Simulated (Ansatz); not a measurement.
H₄O₂Si₂ at its PBE0-D4/def2-TZVP geometry, where that method's forces vanish. Charge 0, multiplicity 1. The bonds changed during the relaxation, so this is another structure than the one it started from.

```xyz
8

O     0.1388    2.1895    0.1372
Si    1.0775    0.8709   -0.0610
O     0.3971   -0.5566    0.1003
Si   -0.8207   -1.7085    0.2937
H    -0.7295    2.2108   -0.2715
H     2.2649    1.0603    0.8039
H    -0.3412   -2.8866   -0.5033
H    -1.9870   -1.1799   -0.4994
```

**Question.** What forces (eV/Å) does B3LYP-D4/def2-TZVPP give on these atoms in Ansatz 0.2.0? (An estimate is asked.)

**Answer.** Ansatz gave: 
```
O1  -0.125  0.118  0.030
Si2  0.337  0.026 -0.053
O3  -0.017 -0.077  0.036
Si4 -0.109 -0.121 -0.077
H5  -0.033  0.044  0.003
H6  -0.069 -0.008 -0.023
H7  -0.028  0.044  0.042
H8   0.044 -0.026  0.041
```

B3LYP here is the variant with VWN-RPA as its local correlation; programs differ in this.
